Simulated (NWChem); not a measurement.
Molecule: C2H2BClO; SMILES B(Cl)(O)C#C

```xyz
7

B     -0.3897    -0.0912     0.0000
C      0.1742     1.3342     0.0000
C      0.6026     2.4729     0.0000
H      0.9931     3.4755     0.0000
Cl     0.7071    -1.4668     0.0000
O     -1.7101    -0.3478     0.0000
H     -2.2413     0.4566     0.0000
```
Atoms are numbered in this order, from 1.

Results from NWChem. Pople sets run with spherical d functions. Geometry: optimised at PBE0/def2-SVP. B3LYP is NWChem's, with the RPA form of VWN correlation. GIAO values for the isolated, static molecule; σ is the absolute isotropic shielding, δ = σ(reference) − σ with the isolated reference molecule computed at the same levels (11B: boron trifluoride, 13C: tetramethylsilane, 1H: tetramethylsilane, 17O: water).

```json
[
 {"level": "KT2/pcSseg-1", "δ B1 (ppm)": "16.0", "δ C2 (ppm)": "79.1", "δ C3 (ppm)": "90.4", "δ H4 (ppm)": "2.90", "σ Cl5 (ppm)": "773.6", "δ O6 (ppm)": "190.2", "δ H7 (ppm)": "5.65"},
 {"level": "Hartree-Fock/6-31G*", "δ B1 (ppm)": "(withheld)", "δ C2 (ppm)": "(withheld)", "δ C3 (ppm)": "(withheld)", "δ H4 (ppm)": "(withheld)", "σ Cl5 (ppm)": "(withheld)", "δ O6 (ppm)": "(withheld)", "δ H7 (ppm)": "(withheld)"},
 {"level": "B3LYP/6-31G*", "δ B1 (ppm)": "21.0", "δ C2 (ppm)": "73.8", "δ C3 (ppm)": "85.6", "δ H4 (ppm)": "2.47", "σ Cl5 (ppm)": "812.2", "δ O6 (ppm)": "153.7", "δ H7 (ppm)": "5.13"}
]
```

Question: Complete the blanks.

Answer: 
- Hartree-Fock/6-31G*, δ B1 (ppm): 23.8
- Hartree-Fock/6-31G*, δ C2 (ppm): 72.0
- Hartree-Fock/6-31G*, δ C3 (ppm): 96.9
- Hartree-Fock/6-31G*, δ H4 (ppm): 3.34
- Hartree-Fock/6-31G*, σ Cl5 (ppm): 894.5
- Hartree-Fock/6-31G*, δ O6 (ppm): 122.0
- Hartree-Fock/6-31G*, δ H7 (ppm): 4.75
